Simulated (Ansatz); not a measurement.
Reaction (ligand exchange at a V–Cl bond): `[O]=[V]([OH])([Cl])[Cl]` + H–F → `[O]=[V]([OH])([F])[Cl]` + HCl

Computed with Ansatz on PBE0-D4/def2-TZVP structures; ΔE is electronic, products minus reactants. CCSD(T)/CBS is the MP2 limit (def2-TZVPP, def2-QZVPP) plus CCSD(T) − MP2 in def2-TZVPP, frozen cores. This one scheme is used for every species. For V outer-core shells are correlated without core-valence functions, which leaves a few kJ/mol of doubt a bond. Scalar relativity is left out up to krypton. Each species was taken in one conformer, which may not be the lowest.

| species | CCSD(T)/def2-TZVPP energy (Eh) |
| --- | --- |
| `[O]=[V]([OH])([Cl])[Cl]` | -2013.88163 |
| H–F | -100.34454 |
| `[O]=[V]([OH])([F])[Cl]` | -1653.89529 |
| HCl | -460.33125 |

**Question.** Work out ΔE.

**Answer.** ΔE = (-1653.89529) + (-460.33125) − (-2013.88163) − (-100.34454) = -0.00037 Eh = -0.2 kcal/mol. CCSD(T)/CBS gives +1.0 kcal/mol.

**Question.** What do rigid-rotor, harmonic-oscillator terms from PBE0-D4/def2-TZVP frequencies (298.15 K, 1 bar) make of the CCSD(T)/CBS value? (Estimate.)

**Answer.** Ansatz gave: ΔZPE = -1.0 kcal/mol, ΔH = -0.3 kcal/mol, ΔS = 1 J/(mol·K), ΔG = -0.4 kcal/mol.

Largest T1 diagnostic among the species: 0.032, so the coupled-cluster value is less sure than usual.

From BLYP to BHLYP (50 % exact exchange), in def2-TZVPP and without D4, ΔE moves by +1.5 kcal/mol. Leaving LDA and LC-ωPBE aside and taking each functional with its dispersion term where it has one, the values, not all of them listed here, spread over 6.0 kcal/mol, from ωB97X-V to PBE-QIDH. LDA lies +0.9 kcal/mol from PBE without D4. At CCSD(T), def2-SVP lies −4.8 kcal/mol from the extrapolated value and def2-TZVPP −1.2 kcal/mol.
